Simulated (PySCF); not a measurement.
**Se+: interval between two levels**

Se+ [Ar] 3d10 4s2 4p3 [4S3/2, M_J = 3/2] → Se+ [Ar] 3d10 4s2 4p2 5s1 [4P5/2, M_J = 5/2], as a difference of total energies. Computed with PySCF 2.14 in x2c-SVPall-2c with one added diffuse shell each of s, p, d type (6s7p4d, 47 functions), with the two-component X2C-1e Hamiltonian. Correlated levels: [Ne] frozen; the 6 highest virtual spinors dropped. "Screened" scales the spin-orbit matrix elements by Boettger's factors to mimic the two-electron term; Breit and QED terms are absent.

```json
{"method": "GHF (spin-free)", "interval between two levels (cm⁻¹)": "96446", "error (cm⁻¹)": "-2228"}
{"method": "GMP2 (spin-free)", "interval between two levels (cm⁻¹)": "97162", "error (cm⁻¹)": "-1512"}
{"method": "GHF (screened spin-orbit)", "interval between two levels (cm⁻¹)": "97638", "error (cm⁻¹)": "-1036"}
{"method": "GMP2 (screened spin-orbit)", "interval between two levels (cm⁻¹)": "98406", "error (cm⁻¹)": "-268"}
```

Reference: 98674 cm⁻¹ (measured; NIST Handbook of Basic Atomic Spectroscopic Data (Sansonetti and Martin, J. Phys. Chem. Ref. Data 34, 1559 (2005))).

The spin-free rows relax to the high-spin LS determinant and lack the spin-orbit shift.

Errors of the correlated levels include the incompleteness of this basis and the frozen core.

The labels give the starting determinants; with spin-orbit coupling the two ends relaxed to ⟨J²⟩ = 3.75, ⟨L²⟩ = 0.01, ⟨S²⟩ = 3.73 and ⟨J²⟩ = 8.76, ⟨L²⟩ = 2.13, ⟨S²⟩ = 3.67.
